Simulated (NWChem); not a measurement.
Program: NWChem. System: Ga, charge 0, spin multiplicity 2. Its SCF solution wasn't tested for a lower state. Level: UMP2/def2-QZVP, 9 core orbitals frozen.

Input file:

```
start mol
memory heap 200 mb stack 900 mb global 1100 mb
geometry units angstroms nocenter noautoz
  Ga     0.000000     0.000000     0.000000
  symmetry group D2h
end
basis spherical
  * library def2-qzvp
end
scf
  uhf
  nopen 1
  maxiter 100
  thresh 1e-7
  semidirect memsize 60000000 filesize 0
  # guess.movecs holds the orbitals of an unrestricted PBE0 run
  vectors input guess.movecs output mol.movecs
end
mp2
  freeze core 9
end
task mp2 energy
```

Output (cleaned and shortened):

```
             Northwest Computational Chemistry Package (NWChem) 7.3.0
             --------------------------------------------------------

                                NWChem Input Module
                                -------------------

 Scaling coordinates for geometry "geometry" by  1.889725989
 (inverse scale =  0.529177249)

                             Geometry "geometry" -> ""
                             -------------------------

 Output coordinates in angstroms (scale by  1.889725989 to convert to a.u.)

  No.       Tag          Charge          X              Y              Z
 ---- ---------------- ---------- -------------- -------------- --------------
    1 Ga                  31.0000     0.00000000     0.00000000     0.00000000

 Effective nuclear repulsion energy (a.u.)       0.0000000000

            Nuclear Dipole moment (a.u.)
            ----------------------------
        X                 Y               Z
 ---------------- ---------------- ----------------
     0.0000000000     0.0000000000     0.0000000000

      Symmetry information
      --------------------

 Group name             D2h
 Group number             26
 Group order               8
 No. of unique centers     1

      Symmetry unique atoms

     1


 Summary of "ao basis" -> "" (spherical)
 ------------------------------------------------------------------------------
       Tag                 Description            Shells   Functions and Types
 ---------------- ------------------------------  ------  ---------------------
 *                         def2-qzvp                  on all atoms

 Summary of "ao basis" -> "ao basis" (spherical)
 ------------------------------------------------------------------------------
       Tag                 Description            Shells   Functions and Types
 ---------------- ------------------------------  ------  ---------------------
 Ga                        def2-qzvp                25       75   11s7p4d2f1g

                                 NWChem SCF Module
                                 -----------------

  ao basis        = "ao basis"
[...]
  AO/Fock/Back tols     =   1.0D-09  1.0D-09  1.0D-09

 GA uses MA = F    GA memory limited = T

 Available:
  local mem=  1.26D+08
 global mem=  1.44D+08
 local disk=  0.00D+00
  mp2_memr nvloc                    59
  nvloc new                    59
   1 passes of   7:        7340032                      45597                   4011667.
   1 passes of   7: M    126150083           G      144167950           F     118810051.

 Semi-direct pass number   1 of   1  for UHF alpha       at        2.3s
  vrange nnbf                  2850
  mp2_eaftype                    15  avail_ma_in_mb                  1099
 EAF : mp2_eaftype filesize          15    2005833.
  mp2_eaf for mointskh                     15
Node 0 wrote      9.4 Mb in      0.0 s     Agg I/O rate:  1485.0 Mb/s
 Done moints_semi at        7.3s
  mp2_eaftype                    15  avail_ma_in_mb                  1084
 EAF : mp2_eaftype filesize          15    2005833.
  mp2_eaf for kh                    15
 Done maket at        7.3s
 Done multipass loop at        7.3s

 GA uses MA = F    GA memory limited = T

 Available:
  local mem=  1.26D+08
 global mem=  1.44D+08
 local disk=  0.00D+00
  mp2_memr nvloc                    60
  nvloc new                    60
   1 passes of   6:        7340032                      41218                   3498097.
   1 passes of   6: M    126150083           G      144167950           F     118810051.

 Semi-direct pass number   1 of   1  for UHF beta        at        7.4s
  vrange nnbf                  2850
  mp2_eaftype                    13  avail_ma_in_mb                  1099
 EAF : mp2_eaftype filesize          13    1749048.
  mp2_eaf for mointskh                     13
Node 0 wrote      8.2 Mb in      0.0 s     Agg I/O rate:  2200.2 Mb/s
 Done moints_semi at       12.4s
  mp2_eaftype                    13  avail_ma_in_mb                  1086
 EAF : mp2_eaftype filesize          13    1749048.
  mp2_eaf for kh                    13
 Done maket at       12.4s
 Done multipass loop at       12.4s

          -------------------------------------------
          SCF energy               -1923.263575402755
          Correlation energy          -0.229209801731
          Singlet pairs                0.000000000000
          Triplet pairs                0.000000000000
          Total MP2 energy         -1923.492785204486
          -------------------------------------------

          ---------------------------------------------------
                    Spin Component Scaled (SCS) MP2
          Same spin pairs                     -0.072561238822
          Same spin scaling factor             0.333333333333
          Opposite spin pairs                 -0.156648562909
          Opposite spin scaling fact.          1.200000000000
          SCS-MP2 correlation energy          -0.212165355098
          Total SCS-MP2 energy             -1923.475740757853
          ---------------------------------------------------

 -----------------------
 Performance information
 -----------------------

 Timer overhead =  1.57D-07 seconds/call

               Nr. of calls         CPU time (s)                 Wall time (s)                GFlops
             ---------------    -------------------     ------------------------------   -------------------
Name         Min   Avg   Max    Min     Avg     Max     Min     Avg     Max   Mx/calls   Min     Max     Sum
mp2: moin     2     2     2    10.     10.     10.      10.     10.     10.     5.0      0.0     0.0     0.0
mp2: make     2     2     2   5.91E-2 5.91E-2 5.91E-2  5.91E-2 5.91E-2 5.91E-2 2.95E-2   0.0     0.0     0.0
mp2: tota     1     1     1    10.     10.     10.      10.     10.     10.     10.      0.0     0.0     0.0

 The average no. of pstat calls per process was 5.00D+00
 with a timing overhead of 7.83D-07s

 Task  times  cpu:       12.4s     wall:       12.4s

 Total times  cpu:       12.4s     wall:       12.4s
```
